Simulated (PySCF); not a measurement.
## Dipole response of Re (rhenium, neutral)

[Xe] 4f14 5d5 6s2, high-spin 6S determinant. All numbers are calculated (PySCF 2.14, scalar relativity by spin-free X2C-1e, in ANO-RCC-VTZP (8s7p5d3f2g1h, 104 functions)). Coupled (time-dependent) response in atomic units; α is the mean over directions. The basis has no added diffuse functions, which lowers α and C₆.

```json
{"method": "UHF", "mean α (bohr³)": "54.30", "C₆ (like pair)": "634.9", "S(−4)": "996.7"}
```

S(−4) is the Cauchy moment in α(ω) = α(0) + S(−4) ω² + …

Reference α: 62 ± 3 bohr³ (recommended; Schwerdtfeger and Nagle, table of static dipole polarizabilities (2023 update)). Published C₆: 663.0 (Gould and Bucko (2016)).

α(iu) at UHF:

```
u (hartree)  α(iu) (bohr³)
          0          54.30
     0.0500          51.99
      0.100          46.54
      0.200          34.01
      0.300          24.49
      0.500          14.43
      0.750          9.256
       1.00          6.780
       1.50          4.306
       2.00          3.030
       3.00          1.753
       5.00         0.8271
```

A single London oscillator, α(iu) = α/(1 + u²/ω²), gives C₆ = (3/4) ω α². Matching the computed C₆ needs ω = 4 × 634.9 / (3 × 54.30²) = 0.287 hartree.

Spin-orbit coupling, which splits the p, d and f shells strongly at this Z, is absent.
